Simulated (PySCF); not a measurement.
## Ca2: script and output

The script input.py:

```python
from pyscf import gto, scf, tdscf

mol = gto.M(
    atom='Ca 0 0 0; Ca 0 0 3.657',
    basis='ano-rcc-vdzp',
    charge=0,
    spin=0,
    verbose=4,
)
mf = scf.RHF(mol)
mf = mf.sfx2c1e()
mf.kernel()
td = tdscf.TDHF(mf)
td.nstates = 5
td.kernel()
td.analyze()
mf.dip_moment()
print('orbital energies (hartree):', mf.mo_energy[..., max(0, mol.nelec[1]-3):mol.nelec[0]+3].round(4))
```

```bash
$ OMP_NUM_THREADS=1 python input.py
```

It prints (some set-up lines removed):

```
PySCF version 2.14.0

[INPUT] Symbol           X                Y                Z      unit          X                Y                Z       unit  Magmom
[INPUT]  1 Ca     0.000000000000   0.000000000000   0.000000000000 AA    0.000000000000   0.000000000000   0.000000000000 Bohr   0.0
[INPUT]  2 Ca     0.000000000000   0.000000000000   3.657000000000 AA    0.000000000000   0.000000000000   6.910728437534 Bohr   0.0

nuclear repulsion = 57.8810184216571
number of shells = 6
number of NR pGTOs = 196
number of NR cGTOs = 44
basis = ano-rcc-vdzp
ecp = {}

******** <class 'pyscf.x2c.sfx2c1e.sfX2C1eRHF'> ********
method = sfX2C1eRHF
initial guess = minao
damping factor = 0
level_shift factor = 0
DIIS = <class 'pyscf.scf.diis.CDIIS'>
SCF conv_tol = 1e-09
SCF max_cycles = 50

******** <class 'pyscf.x2c.sfx2c1e.SpinFreeX2CHelper'> ********
approx = 1e
xuncontract = 1
Initial guess from minao.
init E= -1359.36991471152
  HOMO = -0.120962740848846  LUMO = 0.0183708204150565  gap/eV = 3.79146
cycle= 1 E= -1359.23713947152  delta_E= 0.133  |g|= 0.0391  |ddm|= 1.28
  HOMO = -0.163597361392323  LUMO = 0.0120911369648624  gap/eV = 4.78073
cycle= 2 E= -1359.23834359397  delta_E= -0.0012  |g|= 0.0233  |ddm|= 0.186
  HOMO = -0.161480961973186  LUMO = 0.0150338800988871  gap/eV = 4.80321
cycle= 3 E= -1359.23848766194  delta_E= -0.000144  |g|= 0.00619  |ddm|= 0.0266
  HOMO = -0.159797360345943  LUMO = 0.0165072422051253  gap/eV = 4.79749
cycle= 4 E= -1359.23853668696  delta_E= -4.9e-05  |g|= 0.00173  |ddm|= 0.0234
  HOMO = -0.159422534843878  LUMO = 0.0166195588841634  gap/eV = 4.79035
cycle= 5 E= -1359.23854230251  delta_E= -5.62e-06  |g|= 0.000239  |ddm|= 0.0129
  HOMO = -0.159435867783082  LUMO = 0.0165428194612422  gap/eV = 4.78862
cycle= 6 E= -1359.23854240729  delta_E= -1.05e-07  |g|= 6.95e-05  |ddm|= 0.00248
  HOMO = -0.159438812313859  LUMO = 0.016520807963939  gap/eV = 4.78811
cycle= 7 E= -1359.23854241686  delta_E= -9.58e-09  |g|= 1.03e-05  |ddm|= 0.00102
  HOMO = -0.159437969262864  LUMO = 0.0165198782490463  gap/eV = 4.78806
cycle= 8 E= -1359.23854241699  delta_E= -1.24e-10  |g|= 1.35e-06  |ddm|= 0.000137
  HOMO = -0.159437785942454  LUMO = 0.0165201100613566  gap/eV = 4.78806
Extra cycle  E= -1359.23854241699  delta_E= -2.5e-12  |g|= 4.93e-07  |ddm|= 7.54e-06
converged SCF energy = -1359.23854241699

******** <class 'pyscf.tdscf.rhf.TDHF'> for <class 'pyscf.x2c.sfx2c1e.sfX2C1eRHF'> ********
nstates = 5 singlet
deg_eia_thresh = 1.000e-03
wfnsym = None
conv_tol = 1e-05
eigh lindep = 1e-12
eigh level_shift = 0
eigh max_cycle = 100

Excitation energies (eV)
[1.43150623 1.43157162 2.21742378 3.32875226 3.32875241]

** Singlet excitation energies and oscillator strengths **
Excited State   1:      1.43151 eV    866.11 nm  f=0.0000
      20 -> 22        0.71177
Excited State   2:      1.43157 eV    866.07 nm  f=0.0000
      20 -> 21        0.71177
Excited State   3:      2.21742 eV    559.14 nm  f=1.2593
      19 -> 27        0.10109
      20 -> 23       -0.70539
Excited State   4:      3.32875 eV    372.46 nm  f=0.3732
      19 -> 22       -0.14818
      20 -> 24       -0.40000
      20 -> 25        0.56500
Excited State   5:      3.32875 eV    372.46 nm  f=0.3732
      19 -> 21       -0.14818
      20 -> 24        0.56500
      20 -> 25        0.40000

** Transition electric dipole moments (AU) **
state          X           Y           Z        Dip. S.      Osc.
  1         0.0000      0.0000      0.0000      0.0000      0.0000
  2        -0.0000     -0.0000      0.0000      0.0000      0.0000
  3        -0.0000     -0.0000      4.8146     23.1800      1.2593
  4         0.1303      2.1353      0.0000      4.5765      0.3732
  5         2.1353     -0.1303     -0.0000      4.5765      0.3732

** Transition velocity dipole moments (imaginary part, AU) **
state          X           Y           Z        Dip. S.      Osc.
  1         0.0000      0.0000      0.0000      0.0000      0.0000
  2         0.0000      0.0000      0.0000      0.0000      0.0000
  3        -0.0000     -0.0000      0.3865      0.1494      1.2221
  4         0.0150      0.2453      0.0000      0.0604      0.3291
  5         0.2453     -0.0150     -0.0000      0.0604      0.3291

** Transition magnetic dipole moments (imaginary part, AU) **
state          X           Y           Z
  1        -1.5958      0.8611     -0.0000
  2         0.8612      1.5958      0.0000
  3         0.0000     -0.0000      0.0000
  4         0.0000     -0.0000      0.0000
  5         0.0000     -0.0000     -0.0000
Dipole moment(X, Y, Z, Debye):  0.00000,  0.00000,  0.00000
orbital energies (hartree): [-1.3402 -0.248  -0.1594  0.0165  0.0165  0.0208]
```

In short: E(SCF) = -1359.238542 Eh, 8 cycles, μz(SCF) = 0.00 D, first singlet excitations without spin–orbit coupling 1.43, 1.43, 2.22, 3.33, 3.33 eV.

Run time: 3.3 s on 1 thread of Intel Xeon 6975P-C (shared host), peak memory 0.16 GiB.

Stability towards an unrestricted solution was not tested. The bond length is a typed value, not an optimised one.
